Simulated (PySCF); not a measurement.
Species: C7H9PS.
SMILES with atom numbers: `[CH3:1][S:2][c:3]1[cH:4][cH:5][c:6]([CH3:7])[p:8][cH:9]1` (hydrogens: H10, H11, H12 on C1; H13 on C4; H14 on C5; H15, H16, H17 on C7; H18 on C9)

The same species was optimised twice, with GFN2-xTB and with PBE0-D3(BJ)/def2-SVP (PySCF), and the same property calculations (PySCF, gas phase) were run on both structures.

| coordinate | GFN2-xTB | PBE0-D3(BJ)/def2-SVP | change |
| --- | --- | --- | --- |
| C1–S2 (Å) | 1.814 | 1.796 | -0.018 |
| C3–C9 (Å) | 1.377 | 1.393 | +0.016 |
| C5–C6 (Å) | 1.387 | 1.400 | +0.013 |
| C3–C4 (Å) | 1.395 | 1.407 | +0.012 |
| S2–C3 (Å) | 1.774 | 1.766 | -0.008 |
| C4–C5 (Å) | 1.379 | 1.387 | +0.008 |
| P8–C9 (Å) | 1.734 | 1.737 | +0.003 |
| C6–C7 (Å) | 1.502 | 1.504 | +0.002 |
| C6–P8 (Å) | 1.741 | 1.740 | -0.001 |
| C4–C3–C9 (°) | 122.7 | 121.3 | -1.4 |
| C1–S2–C3 (°) | 104.7 | 103.7 | -1.0 |
| S2–C3–C9 (°) | 123.1 | 124.1 | +1.0 |
| C5–C6–P8 (°) | 123.1 | 122.3 | -0.8 |
| C6–P8–C9 (°) | 101.3 | 102.0 | +0.7 |
| C7–C6–P8 (°) | 117.8 | 118.4 | +0.6 |
| C3–C9–P8 (°) | 125.2 | 125.8 | +0.6 |
| C3–C4–C5 (°) | 122.9 | 123.4 | +0.5 |
| C1–S2–C3–C4 (°) | 180 | 179 | -1 |

Rotational constants: A = 2969, B = 683.5, C = 559.5 MHz (GFN2-xTB) against A = 2961, B = 678.4, C = 555.8 MHz (PBE0-D3(BJ)/def2-SVP).

On the GFN2-xTB structure: HOMO (eV) -6.17 [PBE0/pcSseg-1]; LUMO (eV) -1.44 [PBE0/pcSseg-1]; dipole (D) 0.46 [PBE0/pcSseg-1]; GIAO shielding of C1 (ppm) 168.2 [PBE0/pcSseg-1]; GIAO shielding of S2 (ppm) 463.5 [PBE0/pcSseg-1]; GIAO shielding of C3 (ppm) 36.5 [PBE0/pcSseg-1]; GIAO shielding of C4 (ppm) 54.9 [PBE0/pcSseg-1]; GIAO shielding of C5 (ppm) 47.8 [PBE0/pcSseg-1]; GIAO shielding of C6 (ppm) 12.0 [PBE0/pcSseg-1]; GIAO shielding of C7 (ppm) 160.0 [PBE0/pcSseg-1]; GIAO shielding of P8 (ppm) 86.4 [PBE0/pcSseg-1].

Task: What do these properties become on the PBE0-D3(BJ)/def2-SVP structure?

Result: 
```
                                    property          level  on GFN2-xTB  on PBE0-D3(BJ)/def2-SVP  change
                                   HOMO (eV)  PBE0/pcSseg-1        -6.17                    -6.19   -0.02
                                   LUMO (eV)  PBE0/pcSseg-1        -1.44                    -1.43   +0.01
                                  dipole (D)  PBE0/pcSseg-1         0.46                     0.55   +0.09
energy, GFN2-xTB geometry as zero (kcal/mol)  PBE0/pcSseg-1          0.0                     -0.5    -0.5
                  GIAO shielding of C1 (ppm)  PBE0/pcSseg-1        168.2                    167.3    -0.9
                  GIAO shielding of S2 (ppm)  PBE0/pcSseg-1        463.5                    470.1    +6.6
                  GIAO shielding of C3 (ppm)  PBE0/pcSseg-1         36.5                     33.9    -2.6
                  GIAO shielding of C4 (ppm)  PBE0/pcSseg-1         54.9                     51.7    -3.2
                  GIAO shielding of C5 (ppm)  PBE0/pcSseg-1         47.8                     44.8    -3.0
                  GIAO shielding of C6 (ppm)  PBE0/pcSseg-1         12.0                     11.6    -0.4
                  GIAO shielding of C7 (ppm)  PBE0/pcSseg-1        160.0                    158.7    -1.3
                  GIAO shielding of P8 (ppm)  PBE0/pcSseg-1         86.4                     84.5    -1.9
```

The heavy atoms differ by 0.016 Å rms after alignment. Among bonds between heavy atoms C1–S2 changes most (-0.018 Å). Changes are differences of the printed values. Neither structure is proved a minimum here.

The values belong to the conformer `[CH3:1][S:2][c:3]1[cH:4][cH:5][c:6]([CH3:7])[p:8][cH:9]1`: C1–S2–C3–C4 179°.
